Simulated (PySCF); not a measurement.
Species: C6H9AlN2.
Cartesian coordinates in Å at the PBE0-D3(BJ)/def2-SVP level; atoms count from 1:
```
atom  x, y, z in Å
C1    -3.3522    0.6991   -0.1973
N2    -2.2644    0.8530    0.4308
C3    -1.1382    0.1131    0.0827
C4    -1.1525   -1.2669   -0.1538
C5     0.0394   -1.9166   -0.4622
C6     1.2108   -1.1773   -0.5339
N7     1.2242    0.1421   -0.2980
Al8    2.9944    1.1765   -0.4628
C9     0.0957    0.7738    0.0203
H10   -4.2387    1.2620    0.1240
H11   -3.4641    0.0297   -1.0721
H12   -2.0880   -1.8247   -0.0673
H13    0.0633   -2.9926   -0.6421
H14    2.1744   -1.6364   -0.7691
H15    2.5212    2.5823    0.1594
H16    3.9540    0.2331    0.4179
H17    3.2271    1.1161   -2.0535
H18    0.1665    1.8447    0.2267
```

Method used: PySCF, TDDFT B3LYP/def2-SVPD, vertical, gas phase, core orbitals frozen in the response.

Frontier orbitals with the atoms that hold most of them (Löwdin shares over 4%, at most four atoms; ? is withheld):

```json
{"orbital": "LUMO+2", "ε (eV)": "-1.00", "atoms": "N2 20%, C1 14%, C6 14%, C5 13%"}
{"orbital": "LUMO+1", "ε (eV)": "-2.19", "atoms": "C9 23%, N7 16%, C5 13%, C4 12%"}
{"orbital": "LUMO", "ε (eV)": "-2.56", "atoms": "?"}
{"orbital": "HOMO", "ε (eV)": "?", "atoms": "Al8 37%, H17 33%, H16 21%"}
{"orbital": "HOMO-1", "ε (eV)": "-7.00", "atoms": "?"}
{"orbital": "HOMO-2", "ε (eV)": "-7.69", "atoms": "N2 31%, C3 12%, C9 12%, C6 12%"}
{"orbital": "HOMO-3", "ε (eV)": "-8.77", "atoms": "Al8 24%, N7 20%, H15 10%, H17 9%"}
```

(1) Which atoms hold the LUMO, and with what shares?

(2) Give the leading atoms of the HOMO-1.

(3) What is the HOMO energy, and the HOMO–LUMO gap?

## Answers

(1) C1 (bonded to N and 2 H) 20%; C4 (bonded to 2 C and H) 15%; N2 (bonded to 2 C) 15%; C6 (bonded to C, N and H) 13%. By element: carbon 48% or more, nitrogen 15% or more.

(2) Al8 (bonded to N and 3 H) 37%; H15 (bonded to Al) 35%; H16 (bonded to Al) 17%; H17 (bonded to Al) 6%. By element: hydrogen 57% or more, aluminium 37%.

(3) ε(HOMO) = -6.85 eV; the gap is 4.28 eV (0.1575 hartree).

Q: The HOMO–LUMO gap is 4.28 eV. Where does the response calculation put the lowest singlet, and from which orbitals?

A: S1 is at 3.68 eV (f = 0.014), 0.60 eV below the gap, made of HOMO→LUMO (98%). 

Q: Give energy, strength and leading configuration of S1, S2, S3, S4, S5 and S6, and follow the Löwdin shares of the leading atoms from the occupied to the empty orbital.

A: 
- S1 (3.68 eV, f 0.014), HOMO→LUMO (98%): Al8 37% → at most 14%, H17 33% → at most 14%, C1 at most 4% → 20%, C4 at most 4% → 15%
- S2 (3.79 eV, f 0.0009), HOMO-1→LUMO (94%): Al8 37% → at most 14%, H15 35% → at most 14%, C1 at most 6% → 20%, C4 at most 6% → 15%
- S3 (4.01 eV, f 0.037), HOMO→LUMO+1 (95%): Al8 37% → at most 12%, H17 33% → at most 12%, C9 at most 4% → 23%, N7 at most 4% → 16%
- S4 (4.10 eV, f 0.0036), HOMO-1→LUMO+1 (92%): Al8 37% → at most 12%, H15 35% → at most 12%, C9 at most 6% → 23%, N7 at most 6% → 16%
- S5 (4.22 eV, f 0.079), HOMO-2→LUMO (76%): N2 31% → 15%, C3 12% → at most 14%, C1 at most 12% → 20%, C4 at most 12% → 15%
- S6 (4.74 eV, f 0.031), HOMO-2→LUMO+1 (77%): N2 31% → at most 12%, C3 12% → at most 12%, C9 12% → 23%, N7 at most 12% → 16%

One conformer stands for the species.
